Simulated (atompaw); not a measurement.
## B (Z = 5): variants of one PAW (atompaw) potential

Base potential:

boron, PAW, made with atompaw 4.2.0.5 (PBE, scalar-relativistic). Core [He], reference 2s2 2p1. Waves: 2s (bound): rc 3.00 bohr; 2s channel at 2.05 Ry: rc 1.20 bohr; 2p (bound): rc 3.00 bohr; 2p channel at 0.75 Ry: rc 3.00 bohr. Local part: vpsmatchnc scheme with l = 2 at -0.5 Ry, radius 2.65 bohr. Core correction: smooth core density matched at 2.15 bohr. Augmentation charge: besselshape compensation charge, radius 3.00 bohr; PAW radius 3.00 bohr; waves and projectors: custom polynom2 7 10 vanderbiltortho.

All-electron outer shells of the reference configuration (PBE, scalar-relativistic, ld1.x):

```tsv
shell	level (eV)	outermost node (bohr)	outermost maximum (bohr)
1s	-180.59	–	0.21
2s	-9.44	0.46	1.52
2p	-3.61	–	1.57
```

Cutoffs, loose and tight: the cutoffs (Ry, on a coarse ladder) from which the occupation-weighted sum of valence levels, in a spherical-Bessel basis at the reference potential, stays within 10 and 1 mRy of its value at 400 Ry. They see the waves, projectors and local potential, not the compensation charge or the core. A dash means not determined.

```tsv
change	outcome	cutoff, loose	cutoff, tight	bound ghosts
base	generated	8 Ry	21 Ry	none
waves 2s (bound); 2s channel at 2.05 Ry; 2p (bound); 2p channel at 0.75 Ry; augmentation besselshape compensation charge, radius 3.00 bohr; PAW radius 3.00 bohr; waves and projectors: bloechl	generated	12 Ry	18 Ry	none
core correction smooth core density matched at 2.52 bohr	generated	8 Ry	21 Ry	none
wave 2p (bound): rc 3.00 bohr becomes 2p (bound): rc 1.86 bohr	generated	12 Ry	18 Ry	none
augmentation besselshape compensation charge, radius 2.44 bohr; PAW radius 3.00 bohr; waves and projectors: custom polynom2 7 10 vanderbiltortho	generated	8 Ry	21 Ry	none
reference 2s2 2p0	generated	6 Ry	15 Ry	none
```

(1) What comes out with this change to the base: all radii scaled by about 0.95 (s 2.86, p 2.86 bohr); local potential vpsmatchnc scheme with l = 2 at -0.5 Ry, radius 2.52 bohr; augmentation besselshape compensation charge, radius 2.86 bohr; PAW radius 2.86 bohr; waves and projectors: custom polynom2 7 10 vanderbiltortho; core correction smooth core density matched at 2.04 bohr?

(2) What comes out with this change to the base: wave 2s (bound): rc 3.00 bohr becomes 2s (bound): rc 2.80 bohr?

## Answers

(1) outcome: generated; cutoff, loose: 10 Ry; cutoff, tight: 25 Ry; bound ghosts: none.

(2) outcome: generated; cutoff, loose: 8 Ry; cutoff, tight: 25 Ry; bound ghosts: none.
